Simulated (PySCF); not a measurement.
**Ionisation energy of Hf⁶⁷⁺ by level of theory**

Hf⁶⁷⁺ [He] 2s2 2p1 [2p1/2^1, M_J = 1/2] → Hf⁶⁸⁺ [He] 2s2, as a difference of total energies. All numbers are calculated (PySCF 2.14, the two-component X2C-1e Hamiltonian, in an uncontracted even-tempered set (16 s from 52 bohr⁻², ratio 2.4; 13 p from 68 bohr⁻², ratio 2.4; 5 d from 220 bohr⁻², ratio 2.6; 4 f from 330 bohr⁻², ratio 2.6)). Correlated levels: nothing frozen; the 28 highest virtual spinors dropped. "Screened" scales the spin-orbit matrix elements by Boettger's factors to mimic the two-electron term; Breit and QED terms are absent.

```json
{"method": "GHF (spin-free)", "ionisation energy (eV)": "16767.9"}
{"method": "GMP2 (spin-free)", "ionisation energy (eV)": "16767.6"}
{"method": "GHF (screened spin-orbit)", "ionisation energy (eV)": "17697.2"}
{"method": "GMP2 (screened spin-orbit)", "ionisation energy (eV)": "17694.8"}
```

Question: How much does correlation contribute at GMP2 (screened spin-orbit)?

Answer: 17694.8 − (17697.2) = -2.4 eV, measured against GHF (screened spin-orbit).

For this ion Breit and QED terms and the two-electron picture change, all absent here, outweigh the correlation shift from GHF to GMP2.

The spin-free rows lack the spin-orbit shift.

For comparison: 17680 ± 40 eV (theoretical estimate listed by NIST; NIST Atomic Spectra Database, ionization energies).
